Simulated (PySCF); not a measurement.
**Calculated NMR parameters of C#C[Si](F)(C#C)C#CC**

| Quantity | Value |
| --- | --- |
| Formula | C7H5FSi |
| SMILES | C#C[Si](F)(C#C)C#CC |
| InChI | InChI=1S/C7H5FSi/c1-4-7-9(8,5-2)6-3/h2-3H,1H3 |
| Point group of the computed structure | C1 |
| Degrees of unsaturation | 6 |
| Carbon signals | 5 |
| Proton signals | 2 |

Structure with atom numbers: `[CH:1]#[C:2][Si:3]([F:4])([C:5]#[CH:6])[C:7]#[C:8][CH3:9]`; H(Xn) means a hydrogen on atom n.

One computed conformer, relativity neglected, isolated molecule, fast rotation and ring inversion assumed for equivalent nuclei. GFN2-xTB structure; shieldings: GIAO PBE0/pcSseg-1; PySCF.

Chemical shifts δ = σref − σ; ¹H, ¹³C, ²⁹Si against TMS; ¹⁹F vs CFCl3, all at this level.

```tsv
carbon	δC, type	δH (multiplicity)	HMBC from (2–3 bonds)	span of the C tensor (ppm)
C1/C6	100.5, CH	1.91 (s)	–	246
C2/C5	87.2, C	–	H(C1)/H(C6)	288
C7	83.0, C	–	H(C9)	255
C8	112.0, C	–	H(C9)	286
C9	5.7, CH3	2.12 (s)	–	26
```

Other nuclei:
```tsv
atoms	nucleus	environment	δ (ppm)	σ (ppm)
F4	¹⁹F	fluorine bonded to Si	-157.5	328.5
Si3	²⁹Si	silicon bonded to 3 C, F	-72.8	421.9
```

- Carbon types of the structure: 4 × C, 2 × CH, 1 × CH3, which accounts for all hydrogens.
- δC 112.0, 87.2, 83.0: alkyne carbon.
- δC 100.5: terminal alkyne carbon; the triple bond shields along its axis, which puts it between sp3 and sp2 carbons.
- δC 5.7: propargylic methyl carbon; a saturated carbon with 1 carbon neighbour and no heteroatom attached.
- δH 2.12: hydrogen on a propargylic methyl carbon.
- δH 1.91: hydrogen on a terminal alkyne carbon; it lies on the axis of the triple bond, in its shielding cone.

Splittings by ¹⁹F in the carbon and heteronuclear signals aren't shown, as no couplings were computed. Shifts are as computed. Against solution values, carbons near 30 ppm lie about +3 ppm off and those near 130 ppm about +5 ppm. Of 1309 compounds with measured shifts, 239 miss one by over three times the rms of a fit or turn the order of signals round; such compounds aren't used in these exercises. Unscaled 19F shifts against computed CFCl3 carry errors that often reach 10 to 50 ppm. No couplings were computed; multiplicities are counted from neighbouring protons, with m where these are inequivalent, close in shift, in a saturated or five-membered ring or joined by F or P, and br s for small geminal =CH2 splittings.
